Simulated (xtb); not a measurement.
HfI4, charge +1, doublet, at a GFN2-xTB geometry (such geometries of metal compounds can be far from the true shape) (the multiplicity is a formal guess); xtb with GFN2-xTB.

Here is a job for xtb.
```
$ xtb mol.xyz --gfn 2 --chrg 1 --uhf 1 --json

# file mol.xyz
5

Hf     0.00000000    -0.00000000     0.00000000
I      2.19574464    -0.68734594    -1.63599484
I      0.89552099     0.44011713     2.64093868
I     -1.20966894     2.35187032    -0.98773737
I     -1.88159669    -2.10464151    -0.01720647
```

The log (banner, timings and long lists left out):

```
   ID    Z sym.   atoms
    1   72 Hf     1
    2   53 I      2-5

           -------------------------------------------------
          |                Calculation Setup                |
           -------------------------------------------------

           -------------------------------------------------
          |                 G F N 2 - x T B                 |
           -------------------------------------------------

          ...................................................
          :                      SETUP                      :
          :.................................................:
          :  # basis functions                  50          :
          :  # atomic orbitals                  45          :
          :  # shells                           15          :
          :  # electrons                        31          :
          :  max. iterations                   250          :
          :  Hamiltonian                  GFN2-xTB          :
          :  restarted?                      false          :
          :  GBSA solvation                  false          :
          :  PC potential                    false          :
          :  electronic temp.          300.0000000     K    :
          :  accuracy                    1.0000000          :
          :  -> integral cutoff          0.2500000E+02      :
          :  -> integral neglect         0.1000000E-07      :
          :  -> SCF convergence          0.1000000E-05 Eh   :
          :  -> wf. convergence          0.1000000E-03 e    :
          :  Broyden damping             0.4000000          :
          :  net charge                          1          :
          :  unpaired electrons                  1          :
          ...................................................

 iter      E             dE          RMSdq      gap      omega  full diag
   1      3.2740690  0.327407E+01  0.479E+01    0.00       0.0  T
   2     -7.3066403 -0.105807E+02  0.379E+01    9.74       1.0  T
   3    -12.4237272 -0.511709E+01  0.224E+01    9.95       1.0  T
   4    -14.3492169 -0.192549E+01  0.181E+01    7.36       1.0  T
   5    -14.9300279 -0.580811E+00  0.159E+01    6.26       1.0  T
   6    -15.8994466 -0.969419E+00  0.907E+00    4.99       1.0  T
   7    -16.4880297 -0.588583E+00  0.449E+00    2.72       1.0  T
   8    -16.3856360  0.102394E+00  0.530E+00    2.30       1.0  T
   9    -16.4070944 -0.214583E-01  0.457E+00    2.48       1.0  T
  10    -16.4982051 -0.911107E-01  0.157E+00    3.93       1.0  T
  11    -16.5085102 -0.103051E-01  0.177E+00    3.65       1.0  T
  12    -16.4811530  0.273572E-01  0.234E+00    3.05       1.0  T
  13    -16.5071605 -0.260075E-01  0.775E-01    3.76       1.0  T
  14    -16.5114921 -0.433163E-02  0.418E-01    3.44       1.0  T
  15    -16.5105832  0.908952E-03  0.467E-01    3.54       1.0  T
  16    -16.5103597  0.223533E-03  0.456E-01    3.52       1.0  T
  17    -16.5112529 -0.893284E-03  0.263E-01    3.45       1.0  T
  18    -16.5115599 -0.306964E-03  0.132E-01    3.41       1.0  T
  19    -16.5116473 -0.873564E-04  0.394E-02    3.38       1.1  T
  20    -16.5116535 -0.623725E-05  0.106E-02    3.37       4.2  T
  21    -16.5116539 -0.434563E-06  0.544E-03    3.37       8.2  T
  22    -16.5116540 -0.666623E-07  0.102E-03    3.37      43.9  T
  23    -16.5116540  0.362975E-08  0.117E-03    3.37      38.2  T
  24    -16.5116540 -0.299299E-08  0.330E-04    3.37     135.7  T
  25    -16.5116540 -0.126280E-08  0.114E-04    3.37     393.0  T

   *** convergence criteria satisfied after 25 iterations ***

         :::::::::::::::::::::::::::::::::::::::::::::::::::::
         ::                     SUMMARY                     ::
         :::::::::::::::::::::::::::::::::::::::::::::::::::::
         :: total energy             -16.491954496604 Eh    ::
         :: gradient norm              0.000009762405 Eh/a0 ::
         :: HOMO-LUMO gap              3.367872672360 eV    ::
[...]
         5        2.0000           -0.7929420             -21.5770
         6        2.0000           -0.6655381             -18.1102
         7        2.0000           -0.6655381             -18.1102
         8        2.0000           -0.6655380             -18.1102
         9        1.9823           -0.6225645             -16.9408
        10        1.9823           -0.6225645             -16.9408
        11        1.9823           -0.6225645             -16.9408
        12        1.9690           -0.6220213             -16.9261
        13        1.9690           -0.6220212             -16.9261
        14        1.7051           -0.6195791             -16.8596
        15        1.7051           -0.6195790             -16.8596
        16        1.7051           -0.6195790             -16.8596 (HOMO)
        17                         -0.4958120             -13.4917 (LUMO)
        18                         -0.4958120             -13.4917
        19                         -0.4925003             -13.4016
        20                         -0.4925003             -13.4016
        21                         -0.4925003             -13.4016
        22                         -0.4094430             -11.1415
        23                         -0.2163336              -5.8867
        24                         -0.2163336              -5.8867
        25                         -0.2163336              -5.8867
        26                         -0.1951253              -5.3096
        27                         -0.1951253              -5.3096
       ...                                ...                  ...
        45                          1.1889989              32.3543
      -------------------------------------------------------------
                  HL-Gap            0.1237670 Eh            3.3679 eV
             Fermi-level           -0.5882233 Eh          -16.0064 eV

     #   Z          covCN         q      C6AA      α(0)
     1  72 Hf       3.138     1.070   133.820    24.902
     2  53 I        0.786    -0.017   372.722    33.329
     3  53 I        0.786    -0.017   372.722    33.329
     4  53 I        0.786    -0.017   372.722    33.329
     5  53 I        0.786    -0.017   372.722    33.329

 Mol. C6AA /au·bohr⁶  :       7842.614822
 Mol. C8AA /au·bohr⁸  :     812550.599647
 Mol. α(0) /au        :        158.218034

Wiberg/Mayer (AO) data.
largest (>0.10) Wiberg bond orders for each atom

 ---------------------------------------------------------------------------
     #   Z sym  total        # sym  WBO       # sym  WBO       # sym  WBO
 ---------------------------------------------------------------------------
     1  72 Hf   3.356 --     3 I    0.839     5 I    0.839     4 I    0.839
                             2 I    0.839
     2  53 I    1.135 --     1 Hf   0.839
     3  53 I    1.135 --     1 Hf   0.839
     4  53 I    1.135 --     1 Hf   0.839
     5  53 I    1.135 --     1 Hf   0.839
 ---------------------------------------------------------------------------

Topologies differ in total number of bonds
Writing topology from bond orders to xtbtopo.mol

molecular dipole:
                 x           y           z       tot (Debye)
 q only:       -0.000       0.000       0.000
   full:        0.000      -0.000      -0.000       0.000
molecular quadrupole (traceless):
                xx          xy          yy          xz          yz          zz
 q only:       -0.000       0.000       0.000       0.000      -0.000      -0.000
  q+dip:        0.000      -0.000      -0.000      -0.000       0.000      -0.000
   full:        0.000      -0.000      -0.000      -0.000       0.000      -0.000

           -------------------------------------------------
          | TOTAL ENERGY              -16.491954496604 Eh   |
          | GRADIENT NORM               0.000009762405 Eh/α |
          | HOMO-LUMO GAP               3.367872672360 eV   |
           -------------------------------------------------

normal termination of xtb
```
